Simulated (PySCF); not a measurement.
## Electron correlation in Te⁺ (tellurium, charge +1)

[Kr] 4d10 5s2 5p3, high-spin 4S determinant. All numbers are calculated (PySCF 2.14, a scalar-relativistic core potential, in cc-pVTZ-PP with ECP28MDF (5s4p3d1f, 39 functions)). Frozen: 4s2 4p6 4d10; 5 electrons correlated.

MP2 pair energies summed by pair of shells (mhartree):

| pair | energy | share (%) |
| --- | --- | --- |
| 5s-5p | -41.84 | 66.4 |
| 5p-5p | -13.80 | 21.9 |
| 5s-5s | -7.36 | 11.7 |

Total MP2 correlation energy: -63.01 mhartree.

Same-spin part -16.65 and opposite-spin part -46.36 mhartree; SCS-MP2 scales them by 1/3 and 6/5 to -61.18 mhartree.

| level | correlation energy (mhartree) |
| --- | --- |
| CCSD | -75.87 |
| (T) | -2.23 |
| CCSD(T) | -78.10 |

Diagnostics: T1 = 0.0024, D1 = 0.0056, largest double amplitude 0.054.

Problem. Is a single reference adequate?

Solution. Yes, within this model without spin-orbit coupling: T1 lies below 0.03 and no double amplitude reaches 0.07.
